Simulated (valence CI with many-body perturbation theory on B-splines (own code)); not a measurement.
**Re LX in brief**

Level of theory: valence CI with perturbative core correlation (CI+MBPT): six valence electrons over a frozen Dirac-Fock core [Ne], a basis of 9 s, 9 p, 8 d, 6 f, 3 g, 1 h functions for each j, with the one-electron correlation potential Σ1 (screened to all orders), the two-electron term Σ2, the three-electron term Σ3, Breit, model QED; selected single and double excitations, second order for the rest, scaled by the run's own slope (own B-spline code, finite nucleus).

No measured spectrum was set against this ion. As an estimate, large intervals hold to a few tenths of a per cent, small ones and those within an open d or f shell to about a per cent. Among the levels kept, up to 960 cm⁻¹ of a level comes from second order outside the variational space, and about a tenth of that is noise between levels of different J, which matters for small intervals.

Levels are named by their leading jj configuration (3d3/2^4 stands for four electrons in 3d with j = 3/2), which in mixed levels can hold well under half, so a name can repeat and another be missing.

Rates and lifetimes use the calculated energies. Strong lines usually hold to 10 to 20 %, long lifetimes can be off by a factor of two.

Q: What is the ground level?

A: (3s^2 3p1/2^2 3p3/2^2) J=2, composition 68 % 3s²3p⁴ ³P + 31 % 3s²3p⁴ ¹D, g = 1.329.

Q: Name the longest-lived excited levels whose lifetime is computed, and their main decay.

A: (3s^2 3p1/2^2 3p3/2 3d3/2) J=0 at 18.214 Ry lives 173 ms, mostly by M2 to (3s^2 3p1/2^2 3p3/2^2) J=2; (3s^2 3p1/2^2 3p3/2^2) J=0 at 1.479 Ry lives 68.6 ms, mostly by E2 to (3s^2 3p1/2^2 3p3/2^2) J=2; (3s^2 3p1/2^2 3p3/2 3d5/2) J=4 at 24.146 Ry lives 313 ns, mostly by M1 to (3s^2 3p1/2^2 3p3/2 3d3/2) J=3.

Q: Among levels below 53.591 Ry, which E1 lines absorb most strongly from the ground level?

A: to (3s^2 3p1/2 3p3/2^2 3d3/2) J=3 at 1.926 nm, f = 0.249; to (3s^2 3p1/2 3p3/2^2 3d3/2) J=2 at 1.905 nm, f = 0.248; to (3s^2 3p1/2 3p3/2^2 3d3/2) J=1 at 1.888 nm, f = 0.168.

Q: What is the ionisation energy?

A: 6178.6 eV; NIST lists 6176 ± 7 eV (theoretical).

Q: How well does LS coupling describe the low levels?

A: Among the lowest 20 levels the leading LS term, summed over configurations, holds 49 % on average. For single configurations the figures are 47 % in LS and 96 % in jj coupling. Terms mix most in the J = 2 level at 43.596 Ry, where the leading one holds 23 %.
